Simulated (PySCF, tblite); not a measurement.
LiF and formamide

A gas-phase complex of LiF and formamide; neutral, singlet. The structure comes from a short search (6 tight-binding starts) and was relaxed by PBE0-D3(BJ)/def2-SVPD; another way of binding may lie lower. Frequencies by PBE0-D3(BJ)/def2-SVPD show no clear imaginary mode.

Parts: 1 = LiF ([Li][F]), atoms 1–2; 2 = formamide (NC=O), atoms 3–8.

```xyz
8

Li   -0.873   -0.529   -0.495
F     0.223   -0.050   -1.667
N    -1.657   -0.809   -3.214
C    -2.601   -1.222   -2.386
O    -2.500   -1.200   -1.148
H    -1.807   -0.856   -4.210
H    -0.757   -0.438   -2.779
H    -3.528   -1.605   -2.857
```
Atoms count from 1 in this order.

| contact | kind (by geometry) | distance (Å) | angle (°) |
| --- | --- | --- | --- |
| H7···F2 | hydrogen bond | 1.532 | 158 |
| Li1···O5 | ion contact | 1.877 | - |

Deforming the relaxed parts to their shape here costs 4.8 kcal/mol, which the interaction energies leave out.

Interaction energies are complex less parts, with the parts frozen as they stand in it; counterpoise-corrected, in kcal/mol (PySCF).

(1) Give the interaction energy at each level run.

(2) What holds them together? Decompose the wB97M-D3(BJ)/def2-TZVPD energy: frozen parts, their antisymmetrised product, then relaxation.

The parts were also relaxed and run alone, at the levels used for the complex: vibrations by PBE0-D3(BJ)/def2-SVPD; shieldings by PBE0/pcSseg-2.

Values alone: N3–H7 bond (Å): 1.011; stretch carried by H7 (cm⁻¹, harmonic): 2971, 3621, 3766; its infrared intensity (km/mol): 87, 46, 53; shielding of H7 (ppm): 26.64; shielding of F2 (ppm): 347.4; shielding of Li1 (ppm): 88.1; shielding of O5 (ppm): -95.7.

(3) How do these values change when the complex forms?

Results:

(1) 
```tsv
level	interaction	superposition error removed
wB97M-D3(BJ)/def2-TZVPD	-39.02	-0.21
PBE0-D3(BJ)/def2-TZVPD	-40.58	-0.21
```

(2) electrostatic -59.3, Pauli repulsion +48.5, orbital relaxation -27.0, dispersion correction -1.4 kcal/mol, which sum to the value before the counterpoise correction; the Pauli term holds the exchange-correlation of the frozen density too. Of the attraction, 68 % is electrostatic, 31 % is orbital relaxation, 2 % is dispersion correction.

(3) 
```csv
property,alone,in the complex,change
N3–H7 bond (Å),1.011,1.066,+0.055
"stretch carried by H7 (cm⁻¹, harmonic)","2971, 3621, 3766",2781,-671 from the mean
its infrared intensity (km/mol),"87, 46, 53",1321,
shielding of H7 (ppm),26.64,16.35,-10.29
shielding of F2 (ppm),347.4,335.4,-12.0
shielding of Li1 (ppm),88.1,89.1,+1.0
shielding of O5 (ppm),-95.7,17.6,+113.4
```

Density functionals tend to overstate the lengthening and the red shift of so strongly bound an X–H bond.
